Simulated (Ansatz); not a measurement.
**One reagent, a row of partners**

Four-centre ligand exchange: SiHCl₃ ([Cl][SiH]([Cl])[Cl]) meets different reagents, and the same bond of it breaks. Each row is one chosen step, not always the lowest open to these reactants.

Gas-phase electronic energies, without zero-point energy, by CCSD(T) at an estimated basis limit (MP2 extrapolated from triple and quadruple zeta, plus CCSD(T) − MP2 in triple zeta); Ansatz 0.2.0, def2-TZVPP and QZVPP, frozen cores, on PBE0-D4/def2-TZVP structures. Extrapolation: Hartree–Fock as exp(−7.88 √X), correlation as X^−2.97. All energies, in eV, count from the separated reactants, without counterpoise correction; the start and end structures are the complexes reached by relaxing down from the saddle, and deeper ones may exist. Brackets give SMILES, or, where every atom is bracketed, only which atoms are joined. Steps whose reference was doubtful or whose search ended elsewhere are left out.

| reactants | products | broken | formed | start structure | saddle | end structure | saddle by PBE-D4/TZ |
| --- | --- | --- | --- | --- | --- | --- | --- |
| SiHCl₃ ([Cl][SiH]([Cl])[Cl]) + HF | SiCl₃F ([F][Si]([Cl])([Cl])[Cl]) + H₂ | F–H, H–Si | F–Si, H–H | -0.097 | 1.620 | -1.226 | 1.194 |
| SiHCl₃ ([Cl][SiH]([Cl])[Cl]) + SiH₄O ([OH][SiH3]) | Si₂H₃Cl₃O ([SiH3][O][Si]([Cl])([Cl])[Cl]) + H₂ | H–O, H–Si | H–H, O–Si | -0.156 | 1.385 | -1.144 | 1.091 |
| SiHCl₃ ([Cl][SiH]([Cl])[Cl]) + NH₃ | SiNH₂Cl₃ ([NH2][Si]([Cl])([Cl])[Cl]) + H₂ | H–N, H–Si | H–H, N–Si | -0.161 | ? | -0.509 | 1.357 |

(1) What is the height of the saddle for SiHCl₃ ([Cl][SiH]([Cl])[Cl]) + NH₃? (To be estimated.)

(2) How do the PBE-D4 saddles lie against the coupled-cluster estimate?

T1 diagnostic: at most 0.011.

For scale, one of the runs: CCSD(T)/def2-TZVPP, 311 basis functions, launched by `ansatz run in.yaml --threads 4 --pin off --events-out ev --progress --plain --max-ram 66560MiB --backend cuda --devices 0, --max-vram 37GiB`. Time: 14 s of wall clock on 4 CPU threads of an AMD EPYC 7R13 and a share of one NVIDIA H100; the host was shared. Peak host memory: 0.84 GiB.

Results:

(1) Computed: 1.758 eV relative to the separated reactants, the highest of the series; above its start structure the barrier is 1.758 − (-0.161) ≈ 1.918 eV.

(2) All lower, by 0.294 to 0.426 eV.
